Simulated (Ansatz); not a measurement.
`C[O][Hf]([OH])([OH])[S]C`. The species carries charge 0 and has multiplicity 1. Hf: def2 effective core potential.

```xyz
15

C    -3.040   -0.170   -1.126
O    -1.788   -0.053   -0.536
Hf   -0.099    0.316    0.271
O     0.607    2.047   -0.191
O    -0.147    0.142    2.192
S     1.415   -1.401   -0.633
C     2.962   -0.839    0.160
H    -3.292    0.736   -1.686
H    -3.053   -1.018   -1.818
H    -3.811   -0.334   -0.366
H     0.814    2.973   -0.246
H    -0.434   -0.175    3.041
H     3.747   -1.542   -0.120
H     3.245    0.154   -0.188
H     2.874   -0.836    1.247
```

(1) List the harmonic frequencies (cm⁻¹, unscaled) at PBE0-D4/def2-TZVP in Ansatz. (Estimate.)

(2) Is this a minimum?

(3) Give the ideal-gas thermochemistry at 298.15 K and 1 bar (rigid rotor, harmonic oscillator; point group C1, symmetry number 1).

(4) And at 400, 500, 600, 800 and 1000 K?

(5) Rotational constants (cm⁻¹)?

Results:

(1) The calculation gave: 24, 40, 46, 52, 62, 89, 108, 138, 152, 163, 180, 183, 211, 245, 266, 354, 501, 672, 688, 719, 963, 967, 1183, 1184, 1237, 1344, 1475, 1476, 1479, 1491, 1492, 3016, 3057, 3084, 3090, 3144, 3149, 4019, 4029.

(2) Yes, all 39 modes are real.

(3) Zero-point energy 273.8 kJ/mol; H(298) − E = 313.6 kJ/mol; entropy 529.6 J/(mol·K), of which translation 179.6, rotation 124.7, vibration 225.4; G(298) − E = 155.7 kJ/mol. Modes under 100 cm⁻¹ are hindered rotations or soft bends, so the harmonic entropy is rough.

(4) 
```json
{"T (K)": "400", "H − E (kJ/mol)": "333.4", "S (J/mol/K)": "586.5", "G − E (kJ/mol)": "98.8"}
{"T (K)": "500", "H − E (kJ/mol)": "354.8", "S (J/mol/K)": "634.1", "G − E (kJ/mol)": "37.7"}
{"T (K)": "600", "H − E (kJ/mol)": "377.7", "S (J/mol/K)": "675.9", "G − E (kJ/mol)": "-27.8"}
{"T (K)": "800", "H − E (kJ/mol)": "427.6", "S (J/mol/K)": "747.5", "G − E (kJ/mol)": "-170.4"}
{"T (K)": "1000", "H − E (kJ/mol)": "481.7", "S (J/mol/K)": "807.8", "G − E (kJ/mol)": "-326.1"}
```

(5) 0.06047, 0.03208, 0.02731.
